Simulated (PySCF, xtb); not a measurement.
B(CCH)(Me)2 (C4H7B), SMILES C#CB(C)C. Atoms are numbered in the order given.

```xyz
12

B      0.0000     0.0000     0.4015
C      0.0000     0.0000    -1.1305
C      0.0000     0.0000    -2.3505
H      0.0000     0.0000    -3.4250
C      0.0125    -1.3710     1.1730
H      0.4373    -1.2976     2.1869
H     -1.0525    -1.6543     1.3028
H      0.4873    -2.1980     0.6241
C     -0.0125     1.3710     1.1730
H     -0.4373     1.2976     2.1869
H      1.0525     1.6543     1.3028
H     -0.4873     2.1980     0.6241
```

Geometry optimised at B3LYP-D3(BJ)/def2-SVP.

Level of theory: C-PCM-M06-2X/def2-SVP run with PySCF.

The values are the electrostatic part of the solvation free energy, E(continuum) − E(gas) at the gas-phase geometry, in a cavity of scaled van der Waals radii (PySCF's table); cavitation and dispersion terms are not included. In vacuum the orbital gap is 8.46 eV. The dipole moment in vacuum is 0.02 D.

Computed values in water (ε = 78.36), N,N-dimethylformamide (ε = 37.22), chlorobenzene (ε = 5.70):
```tsv
solvent	ε	ΔG(elec) (kcal/mol)	dipole (D)	gap (eV)
water	78.36	-2.9	0.08	8.56
N,N-dimethylformamide	37.22	-2.9	0.08	8.56
chlorobenzene	5.70	-2.4	0.07	8.55
```

For comparison, GFN2-xTB/ALPB(water) (xtb, at the GFN2-xTB geometry, all terms of that model) gives -1.0 kcal/mol.
